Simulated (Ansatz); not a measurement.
Ansatz (an electronic-structure program) input (B3LYP-D3(BJ)/def2-TZVP):

Ansatz 0.2 input:
```yaml
crystal:
  periodic: [false, false, false]
  atoms:
    - {symbol: C, position_ang: [-1.25853333, -0.85987455, 0.30577813]}
    - {symbol: C, position_ang: [-0.27444229, 0.18596863, -0.11936502]}
    - {symbol: F, position_ang: [-0.35540376, 0.41305842, -1.47350774]}
    - {symbol: F, position_ang: [-0.54637870, 1.38993826, 0.48754089]}
    - {symbol: C, position_ang: [1.20446434, -0.10978173, 0.17198250]}
    - {symbol: O, position_ang: [1.58642023, -1.10969521, 0.70727740]}
    - {symbol: H, position_ang: [-1.19047236, -1.01408797, 1.38106963]}
    - {symbol: H, position_ang: [-2.26230202, -0.52916018, 0.04328446]}
    - {symbol: H, position_ang: [-1.03686620, -1.79981813, -0.19625339]}
    - {symbol: H, position_ang: [1.88538849, 0.69578374, -0.16299196]}
basis:
  gaussian:
    orbitals: def2-TZVP
hamiltonian:
  xc: b3lyp
  dispersion: d3bj
phonons: {temperatures: {t_min: 298.15, t_max: 298.15, t_step: 100}}
```

Output:

```
Functional definition: B3LYP
integrals: 0.12 GiB planned
1179 factors; their error is unknown
mean field: 1.11 GiB planned
mean field evaluation 1: about -10653.7829 eV, gradient 6.5e1 eV
mean field evaluation 2: about -10645.7930 eV, gradient 9.2e1 eV
mean field evaluation 4: about -10661.2454 eV, gradient 3.3e0 eV
mean field evaluation 8: about -10661.2623 eV, gradient 1.4e-1 eV
mean field evaluation 16: about -10661.2630 eV, gradient 4.4e-4 eV
mean field -10661.26301662 eV, -391.7941893973 hartree, gradient 2.4e-5 eV, S^2 0.000000; 0 other end points of the search recorded, 0 dependent functions left out
the calculation of the forces begins
reference -10661.26324694 eV, -391.7941978613 hartree; 24, 24 occupied and 186, 186 virtual orbitals, 1179 factors
these checks for a lower state are left out or cut short: stability, starts, cluster_reference, orbital_swaps, neighbouring_geometries, increment
integrals: 0.12 GiB planned
1179 factors; their error is unknown
mean field: 1.12 GiB planned
mean field -10661.26283944 eV, -391.7941828858 hartree, gradient 2.8e-6 eV, S^2 0.000000; 0 other end points of the search recorded, 0 dependent functions left out
the calculation of the forces begins
reference -10661.26306974 eV, -391.7941913493 hartree; 24, 24 occupied and 186, 186 virtual orbitals, 1179 factors
these checks for a lower state are left out or cut short: stability, starts, cluster_reference, orbital_swaps, neighbouring_geometries, increment
integrals: 0.12 GiB planned
1179 factors; their error is unknown
mean field: 1.12 GiB planned
mean field evaluation 32: about -10661.2629 eV, gradient 3.5e-4 eV
mean field -10661.26286689 eV, -391.7941838947 hartree, gradient 2.8e-6 eV, S^2 0.000000; 0 other end points of the search recorded, 0 dependent functions left out
the calculation of the forces begins
reference -10661.26309722 eV, -391.7941923592 hartree; 24, 24 occupied and 186, 186 virtual orbitals, 1179 factors
these checks for a lower state are left out or cut short: stability, starts, cluster_reference, orbital_swaps, neighbouring_geometries, increment
integrals: 0.12 GiB planned
1179 factors; their error is unknown
mean field: 1.12 GiB planned
mean field -10661.26281780 eV, -391.7941820906 hartree, gradient 2.8e-6 eV, S^2 0.000000; 0 other end points of the search recorded, 0 dependent functions left out
the calculation of the forces begins
reference -10661.26304811 eV, -391.7941905544 hartree; 24, 24 occupied and 186, 186 virtual orbitals, 1179 factors
these checks for a lower state are left out or cut short: stability, starts, cluster_reference, orbital_swaps, neighbouring_geometries, increment
integrals: 0.12 GiB planned
1179 factors; their error is unknown
mean field: 1.12 GiB planned
mean field -10661.26286943 eV, -391.7941839879 hartree, gradient 2.8e-6 eV, S^2 0.000000; 0 other end points of the search recorded, 0 dependent functions left out
the calculation of the forces begins
reference -10661.26309975 eV, -391.7941924521 hartree; 24, 24 occupied and 186, 186 virtual orbitals, 1179 factors
these checks for a lower state are left out or cut short: stability, starts, cluster_reference, orbital_swaps, neighbouring_geometries, increment
integrals: 0.12 GiB planned
1179 factors; their error is unknown
mean field: 1.12 GiB planned
mean field -10661.26286519 eV, -391.7941838321 hartree, gradient 2.7e-6 eV, S^2 0.000000; 0 other end points of the search recorded, 0 dependent functions left out
the calculation of the forces begins
reference -10661.26309561 eV, -391.7941922999 hartree; 24, 24 occupied and 186, 186 virtual orbitals, 1179 factors
these checks for a lower state are left out or cut short: stability, starts, cluster_reference, orbital_swaps, neighbouring_geometries, increment
integrals: 0.12 GiB planned
[...]
integrals: 0.12 GiB planned
1179 factors; their error is unknown
mean field: 1.12 GiB planned
mean field -10661.26297929 eV, -391.7941880254 hartree, gradient 2.8e-6 eV, S^2 0.000000; 0 other end points of the search recorded, 0 dependent functions left out
the calculation of the forces begins
reference -10661.26320961 eV, -391.7941964895 hartree; 24, 24 occupied and 186, 186 virtual orbitals, 1179 factors
these checks for a lower state are left out or cut short: stability, starts, cluster_reference, orbital_swaps, neighbouring_geometries, increment
integrals: 0.12 GiB planned
1179 factors; their error is unknown
mean field: 1.12 GiB planned
mean field evaluation 192: about -10661.2626 eV, gradient 5.7e-1 eV
mean field -10661.26302442 eV, -391.7941896837 hartree, gradient 2.8e-6 eV, S^2 0.000000; 0 other end points of the search recorded, 0 dependent functions left out
the calculation of the forces begins
reference -10661.26325473 eV, -391.7941981475 hartree; 24, 24 occupied and 186, 186 virtual orbitals, 1179 factors
these checks for a lower state are left out or cut short: stability, starts, cluster_reference, orbital_swaps, neighbouring_geometries, increment
integrals: 0.12 GiB planned
1179 factors; their error is unknown
mean field: 1.12 GiB planned
mean field -10661.26298721 eV, -391.7941883165 hartree, gradient 2.8e-6 eV, S^2 0.000000; 0 other end points of the search recorded, 0 dependent functions left out
the calculation of the forces begins
reference -10661.26321753 eV, -391.7941967803 hartree; 24, 24 occupied and 186, 186 virtual orbitals, 1179 factors
these checks for a lower state are left out or cut short: stability, starts, cluster_reference, orbital_swaps, neighbouring_geometries, increment
integrals: 0.12 GiB planned
1179 factors; their error is unknown
mean field: 1.12 GiB planned
mean field -10661.26301356 eV, -391.7941892846 hartree, gradient 2.8e-6 eV, S^2 0.000000; 0 other end points of the search recorded, 0 dependent functions left out
the calculation of the forces begins
reference -10661.26324388 eV, -391.7941977488 hartree; 24, 24 occupied and 186, 186 virtual orbitals, 1179 factors
these checks for a lower state are left out or cut short: stability, starts, cluster_reference, orbital_swaps, neighbouring_geometries, increment
integrals: 0.12 GiB planned
1179 factors; their error is unknown
mean field: 1.12 GiB planned
mean field -10661.26293052 eV, -391.7941862329 hartree, gradient 2.8e-6 eV, S^2 0.000000; 0 other end points of the search recorded, 0 dependent functions left out
the calculation of the forces begins
reference -10661.26316086 eV, -391.7941946981 hartree; 24, 24 occupied and 186, 186 virtual orbitals, 1179 factors
these checks for a lower state are left out or cut short: stability, starts, cluster_reference, orbital_swaps, neighbouring_geometries, increment
integrals: 0.12 GiB planned
1179 factors; their error is unknown
mean field: 1.12 GiB planned
mean field evaluation 224: about -10661.2629 eV, gradient 2.8e-6 eV
mean field -10661.26289709 eV, -391.7941850047 hartree, gradient 2.8e-6 eV, S^2 0.000000; 0 other end points of the search recorded, 0 dependent functions left out
the calculation of the forces begins
reference -10661.26312738 eV, -391.7941934676 hartree; 24, 24 occupied and 186, 186 virtual orbitals, 1179 factors
these checks for a lower state are left out or cut short: stability, starts, cluster_reference, orbital_swaps, neighbouring_geometries, increment
integrals: 0.12 GiB planned
1179 factors; their error is unknown
mean field: 1.12 GiB planned
mean field -10661.26298213 eV, -391.7941881297 hartree, gradient 2.8e-6 eV, S^2 0.000000; 0 other end points of the search recorded, 0 dependent functions left out
the calculation of the forces begins
reference -10661.26321246 eV, -391.7941965941 hartree; 24, 24 occupied and 186, 186 virtual orbitals, 1179 factors
these checks for a lower state are left out or cut short: stability, starts, cluster_reference, orbital_swaps, neighbouring_geometries, increment
integrals: 0.12 GiB planned
1179 factors; their error is unknown
mean field: 1.12 GiB planned
mean field -10661.26299535 eV, -391.7941886153 hartree, gradient 2.8e-6 eV, S^2 0.000000; 0 other end points of the search recorded, 0 dependent functions left out
the calculation of the forces begins
reference -10661.26322565 eV, -391.7941970789 hartree; 24, 24 occupied and 186, 186 virtual orbitals, 1179 factors
these checks for a lower state are left out or cut short: stability, starts, cluster_reference, orbital_swaps, neighbouring_geometries, increment
integrals: 0.12 GiB planned
1179 factors; their error is unknown
mean field: 1.12 GiB planned
mean field -10661.26294587 eV, -391.7941867972 hartree, gradient 2.8e-6 eV, S^2 0.000000; 0 other end points of the search recorded, 0 dependent functions left out
the calculation of the forces begins
reference -10661.26317616 eV, -391.7941952603 hartree; 24, 24 occupied and 186, 186 virtual orbitals, 1179 factors
these checks for a lower state are left out or cut short: stability, starts, cluster_reference, orbital_swaps, neighbouring_geometries, increment
integrals: 0.12 GiB planned
1179 factors; their error is unknown
mean field: 1.12 GiB planned
mean field -10661.26298193 eV, -391.7941881224 hartree, gradient 2.8e-6 eV, S^2 0.000000; 0 other end points of the search recorded, 0 dependent functions left out
the calculation of the forces begins
reference -10661.26321228 eV, -391.7941965874 hartree; 24, 24 occupied and 186, 186 virtual orbitals, 1179 factors
these checks for a lower state are left out or cut short: stability, starts, cluster_reference, orbital_swaps, neighbouring_geometries, increment
integrals: 0.12 GiB planned
1179 factors; their error is unknown
mean field: 1.12 GiB planned
mean field evaluation 256: about -10661.2652 eV, gradient 3.2e-4 eV
mean field -10661.26295946 eV, -391.7941872965 hartree, gradient 2.8e-6 eV, S^2 0.000000; 0 other end points of the search recorded, 0 dependent functions left out
the calculation of the forces begins
reference -10661.26318985 eV, -391.7941957632 hartree; 24, 24 occupied and 186, 186 virtual orbitals, 1179 factors
these checks for a lower state are left out or cut short: stability, starts, cluster_reference, orbital_swaps, neighbouring_geometries, increment
integrals: 0.12 GiB planned
1179 factors; their error is unknown
mean field: 1.12 GiB planned
mean field -10661.26294641 eV, -391.7941868172 hartree, gradient 2.8e-6 eV, S^2 0.000000; 0 other end points of the search recorded, 0 dependent functions left out
the calculation of the forces begins
reference -10661.26317666 eV, -391.7941952784 hartree; 24, 24 occupied and 186, 186 virtual orbitals, 1179 factors
these checks for a lower state are left out or cut short: stability, starts, cluster_reference, orbital_swaps, neighbouring_geometries, increment
integrals: 0.12 GiB planned
1179 factors; their error is unknown
mean field: 1.12 GiB planned
mean field -10661.26300575 eV, -391.7941889977 hartree, gradient 2.8e-6 eV, S^2 0.000000; 0 other end points of the search recorded, 0 dependent functions left out
the calculation of the forces begins
reference -10661.26323611 eV, -391.7941974633 hartree; 24, 24 occupied and 186, 186 virtual orbitals, 1179 factors
these checks for a lower state are left out or cut short: stability, starts, cluster_reference, orbital_swaps, neighbouring_geometries, increment
integrals: 0.12 GiB planned
1179 factors; their error is unknown
mean field: 1.12 GiB planned
mean field -10661.26297257 eV, -391.7941877784 hartree, gradient 2.8e-6 eV, S^2 0.000000; 0 other end points of the search recorded, 0 dependent functions left out
the calculation of the forces begins
reference -10661.26320284 eV, -391.7941962407 hartree; 24, 24 occupied and 186, 186 virtual orbitals, 1179 factors
Total energy: -10661.55857939 eV, -391.8050511286 hartree
Atom 0 at    -1.258533    -0.859875     0.305778 Å, force    -0.000454    -0.000163     0.000037 eV/Å
Atom 1 at    -0.274442     0.185969    -0.119365 Å, force    -0.000020     0.001062    -0.000531 eV/Å
Atom 2 at    -0.355404     0.413058    -1.473508 Å, force    -0.000082    -0.000505     0.000216 eV/Å
Atom 3 at    -0.546379     1.389938     0.487541 Å, force    -0.000086    -0.000483     0.000260 eV/Å
Atom 4 at     1.204464    -0.109782     0.171983 Å, force     0.000342    -0.000552     0.000308 eV/Å
Atom 5 at     1.586420    -1.109695     0.707277 Å, force    -0.000256     0.000135    -0.000092 eV/Å
Atom 6 at    -1.190472    -1.014088     1.381070 Å, force     0.000339     0.000008    -0.000282 eV/Å
Atom 7 at    -2.262302    -0.529160     0.043284 Å, force     0.000128     0.000166    -0.000070 eV/Å
Atom 8 at    -1.036866    -1.799818    -0.196253 Å, force     0.000291     0.000254     0.000213 eV/Å
Atom 9 at     1.885388     0.695784    -0.162992 Å, force    -0.000203     0.000078    -0.000058 eV/Å
Dipole moment:    -0.161046    -0.033592     0.001050 e Å
Vibrations: 70.24 210.20 244.49 314.66 402.70 423.83 473.46 622.04 783.94 924.68 970.13 993.50 1164.69 1200.61 1284.94 1393.89 1430.32 1477.31 1482.64 1835.67 2936.99 3067.74 3146.83 3147.51 cm⁻¹, zero-point energy 1.859950 eV
```
